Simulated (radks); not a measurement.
The numbers below are computed, except where a source is named.
Pm3+, configuration [Xe] 4f3 7p1 (not the ground configuration). Code: a radial shooting solver on a logarithmic mesh with Libxc functionals. Model: Dirac Kohn-Sham, PBE, spin-unpolarised, spherical densities, finite nucleus; open shells fill j = l - 1/2 first; Fermi nuclear charge, rms radius 4.962 fm.

Normalised radial functions P(r) = r R(r) (large component), r in bohr:

r,4d3/2,5p1/2,5p3/2
0.002157,0.0001,0.0066,0.0025
0.003485,0.0003,0.0126,0.0061
0.005632,0.0010,0.0246,0.0145
0.009103,0.0035,0.0482,0.0332
0.01459,0.0118,0.0907,0.0702
0.02358,0.0389,0.1574,0.1339
0.03811,0.1175,0.2248,0.2087
0.06159,0.3046,0.2035,0.2140
0.09954,0.6094,-0.0250,0.0184
0.1609,0.7647,-0.3212,-0.2927
0.26,0.1950,-0.1225,-0.1720
0.4201,-0.9675,0.4657,0.4192
0.679,-1.3030,0.1261,0.2065
1.097,-0.5846,-0.8272,-0.7480
1.759,-0.0902,-0.7927,-0.8236
2.843,-0.0029,-0.2078,-0.2437
4.594,0.0000,-0.0114,-0.0156
7.425,0.0000,-0.0001,-0.0001
12,0.0000,0.0000,0.0000
19.39,0.0000,0.0000,0.0000

4d3/2: eigenvalue -171.39 eV, 1 radial node at r = 0.283 bohr, <r> = 0.674 bohr, 90 % of the charge inside 1.01 bohr. 5p1/2: eigenvalue -61.476 eV, 3 radial nodes at r = 0.0959, 0.287, 0.722 bohr, <r> = 1.50 bohr, 90 % of the charge inside 2.17 bohr. 5p3/2: eigenvalue -57.448 eV, 3 radial nodes at r = 0.102, 0.301, 0.755 bohr, <r> = 1.57 bohr, 90 % of the charge inside 2.27 bohr.
